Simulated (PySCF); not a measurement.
Compound: C₇H₁₁FSi.
Atom-mapped SMILES: `[CH3:1][C@@:2]1([F:3])[CH:4]=[CH:5][CH:6]=[C:7]1[CH2:8][SiH3:9]`

NICS is the negative of the GIAO shielding at a point without a nucleus: at the ring centre (0) and 1 Å above and below it (1); zz is the component along the ring normal. Level: GIAO PBE0/pcSseg-1 (PySCF, non-relativistic, gas phase) on the GFN2-xTB geometry, one conformer.

Ring bond lengths (Å), with Mayer bond orders in brackets: C2–C4 1.509 (1.01), C4–C5 1.335 (1.79), C5–C6 1.454 (1.08), C6–C7 1.342 (1.77), C7–C2 1.520 (0.94).

Problem. What do the NICS probes read (ppm)?

Solution. 
| ring | type | NICS(0) | NICS(1), two faces | NICS(1)zz, two faces | rms pucker (Å) | centre to ring atoms, mean (Å) |
| --- | --- | --- | --- | --- | --- | --- |
| C2–C4–C5–C6–C7 | 5-membered carbocycle; formal bonds 2 double, 3 single | 1.3 | -1.3 / -2.7 | 1.8 / 1.0 | 0.01 | 1.22 |

Problem. What can be read from them?

Solution. 
- C2–C4–C5–C6–C7: mean NICS(1)zz 1.4 ppm, near zero. C2 has four or more neighbours; no verdict on aromaticity is drawn.

Problem. At the first NICS(1) probe listed for ring C2–C4–C5–C6–C7, 1 Å off the ring, how large is the induced field along the normal in 7.05 T applied along it?

Solution. NICSzz × B0 = 1.8 ppm × 7.05 T = 13 μT, along the applied field.

Problem. Give the inner angles of the rings and the Hirshfeld charges of the ring atoms.

Solution. 
- C2–C4–C5–C6–C7: C2 102.8° (+0.104 e), C4 109.0° (-0.070 e), C5 109.8° (-0.047 e), C6 110.1° (-0.064 e), C7 108.2° (-0.002 e); sum 539.9° against 540° for a flat convex ring.

Problem. What are the shieldings of the ring atoms and their hydrogens in the same run (means over atoms taken as equivalent)?

Solution. 
```
  atoms                      environment  σ isotropic (ppm)  principal values of the symmetric part, first atom (ppm)
     C2                   sp3 C–F carbon               80.7                                         54.6, 70.6, 116.9
     C4                 alkene CH carbon               41.4                                        -58.5, 40.4, 142.1
     C5                 alkene CH carbon               46.6                                        -61.8, 54.1, 147.4
     C6                 alkene CH carbon               57.6                                        -35.8, 76.2, 132.5
     C7  fully substituted alkene carbon               23.7                                        -81.5, 10.1, 142.6
H on C4                 vinylic hydrogen              25.35                                          22.9, 26.1, 27.0
H on C5                 vinylic hydrogen              25.34                                          23.9, 24.6, 27.5
H on C6                 vinylic hydrogen              25.88                                          23.7, 24.5, 29.5
```

Conformer computed: `[CH3:1][C@@:2]1([F:3])[CH:4]=[CH:5][CH:6]=[C:7]1[CH2:8][SiH3:9]`: C6–C7–C8–Si9 -109°.
